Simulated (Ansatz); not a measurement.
A series at Si: from `[SiH3][GeH3]`, ligands are replaced one by one, each step taking up HCl and setting free H₂; n counts the steps. Ansatz, PBE0-D4/def2-TZVP geometries.

CBS adds triple-zeta CCSD(T) − MP2 to the MP2 limit, frozen cores; atoms without spin–orbit coupling. Outer-core shells of Ge are correlated without core-valence functions. Scalar relativity is left out up to krypton. Spin–orbit coupling is left out.

```
n                molecule  atomization energy, CCSD(T)/CBS (kJ/mol)
0          `[SiH3][GeH3]`                                    2151.3
1        `Cl[SiH2][GeH3]`                                    2211.7
2     `Cl[SiH](Cl)[GeH3]`                                    2280.1
3  `Cl[Si](Cl)(Cl)[GeH3]`                                         ?
```

Question: By hand: fit a straight line y = ȳ + b (n − n̄) to the 3 given rows and predict n = 3.

Answer: n̄ = 1.000, ȳ = 2214.37; Σ(n − n̄)(y − ȳ) = 128.80, Σ(n − n̄)² = 2.000, so b = 64.40 kJ/mol a step. Prediction: 2214.37 + (64.40) × (2.000) = 2343.2 kJ/mol.

Question: By hand: compare with the computed value, 2349.7 kJ/mol, and give the steps along the whole series.

Answer: The line misses by 6.5 kJ/mol (computed minus predicted). Steps: 60.4, 68.4, 69.6 kJ/mol.

The steps differ by at most 9.2 kJ/mol, 14 % of a mean step, so the ligands' effects nearly add and a line is close. The miss is 3.3 % of the series' range. The energies themselves are unsure by some kJ/mol a bond, though much of that is common to the series.
